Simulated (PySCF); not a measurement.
Job file and geometry (Å, from GFN2-xTB) of an NMR shielding run on `BC[N@@+]([BH3-])(C)CC#C`, C5H13B2N, PySCF, GIAO PBE0/pcSseg-1 NMR shielding, non-relativistic, gas phase; density fitting, a coarse starting grid and PySCF grid level 2 are the driver's defaults:

```
$ OMP_NUM_THREADS=1 python probes_run.py task.json out

{"job": {"kind": "nmr", "xc": "PBE0", "basis": "pcSseg-1"}, "charge": 0, "multiplicity": 1}
B     -1.216788     1.784750    -0.463846
C     -0.666317     0.325530    -0.941497
N     -0.193648    -0.289154     0.317856
B     -1.247436     0.300515     1.377579
C     -0.179707    -1.750719     0.270178
C      1.161480     0.196952     0.632239
C      2.154362    -0.209280    -0.344137
C      2.965755    -0.553889    -1.153924
H     -0.404188     2.639026    -0.356151
H     -2.253449     2.122540    -0.911895
H     -1.478662    -0.293267    -1.323895
H      0.129928     0.313953    -1.691594
H     -0.757180     0.443313     2.446702
H     -2.234017    -0.349215     1.363205
H     -1.505431     1.435913     0.869347
H      0.103925    -2.148885     1.244819
H     -1.175938    -2.114914     0.029041
H      0.526124    -2.107225    -0.483609
H      1.450614    -0.177854     1.619851
H      1.126110     1.288055     0.670593
H      3.685543    -0.839200    -1.861928
```

Question: Write the output of this run.

Answer: 
```
coarse grid: 16728 points
cycle   1  E = -302.1773990214  dE =  9.118e-01  |g| = 4.856e-01  |ddm| = 4.047e+00
cycle   2  E = -302.1733786794  dE =  4.020e-03  |g| = 5.467e-01  |ddm| = 1.129e+00
cycle   3  E = -302.2366634418  dE = -6.328e-02  |g| = 1.370e-01  |ddm| = 5.083e-01
cycle   4  E = -302.2403323789  dE = -3.669e-03  |g| = 6.186e-02  |ddm| = 1.413e-01
cycle   5  E = -302.2411896043  dE = -8.572e-04  |g| = 2.055e-02  |ddm| = 5.093e-02
cycle   6  E = -302.2412826008  dE = -9.300e-05  |g| = 3.882e-03  |ddm| = 1.837e-02
cycle   7  E = -302.2412860028  dE = -3.402e-06  |g| = 1.064e-03  |ddm| = 4.413e-03
final grid: 159288 points
cycle   8  E = -302.2874518955  dE = -7.954e-05  |g| = 8.389e-03  |ddm| = 6.379e-02
cycle   9  E = -302.2874494484  dE =  2.447e-06  |g| = 9.031e-03  |ddm| = 1.763e-02
cycle  10  E = -302.2874705533  dE = -2.110e-05  |g| = 1.678e-03  |ddm| = 9.483e-03
cycle  11  E = -302.2874711481  dE = -5.948e-07  |g| = 5.411e-04  |ddm| = 1.624e-03
cycle  12  E = -302.2874712082  dE = -6.012e-08  |g| = 2.121e-04  |ddm| = 4.813e-04
cycle  13  E = -302.2874712185  dE = -1.025e-08  |g| = 5.062e-05  |ddm| = 1.695e-04
cycle  14  E = -302.2874712190  dE = -5.106e-10  |g| = 1.284e-05  |ddm| = 4.364e-05
converged SCF energy = -302.2874712190

GIAO shielding tensors (ppm)
atom      isotropic    diamagn.    paramagn.     s11        s22        s33       span
  0 B      104.921     193.625     -88.704     80.927     92.715    141.121     60.193
  1 C      137.152     252.612    -115.459    107.462    116.538    187.457     79.994
  2 N      206.711     323.819    -117.108    190.595    208.791    220.749     30.154
  3 B      105.482     193.805     -88.324     89.545     99.316    127.584     38.039
  4 C      135.111     248.373    -113.262    103.016    119.803    182.513     79.498
  5 C      135.439     249.455    -114.017    102.554    133.119    170.642     68.088
  6 C      104.716     261.999    -157.283      9.527     10.506    294.114    284.588
  7 C      101.959     258.785    -156.826     22.773     36.971    246.134    223.360
  8 H       28.191      30.510      -2.319     25.526     27.681     31.367      5.841
  9 H       28.311      29.901      -1.591     26.412     27.310     31.210      4.799
 10 H       28.808      33.574      -4.765     25.210     27.186     34.029      8.819
 11 H       28.736      33.211      -4.474     24.415     28.891     32.903      8.488
 12 H       29.090      30.660      -1.570     26.330     27.216     33.725      7.395
 13 H       28.720      31.716      -2.997     26.085     27.544     32.530      6.444
 14 H       34.771      31.712       3.059     30.224     31.050     43.040     12.816
 15 H       29.541      30.236      -0.695     25.720     26.416     36.485     10.765
 16 H       29.232      31.144      -1.912     25.212     27.419     35.066      9.854
 17 H       28.482      31.018      -2.536     23.514     28.795     33.138      9.624
 18 H       28.389      28.955      -0.566     23.093     28.292     33.783     10.690
 19 H       26.795      29.257      -2.463     21.858     27.251     31.275      9.417
 20 H       29.781      34.561      -4.781     24.500     24.823     40.019     15.519
```

Size and cost of the density-fitted run: 201 basis functions, 34 s wall time on 1 thread of an Arm Neoverse V2, shared host; peak memory 0.82 GiB.
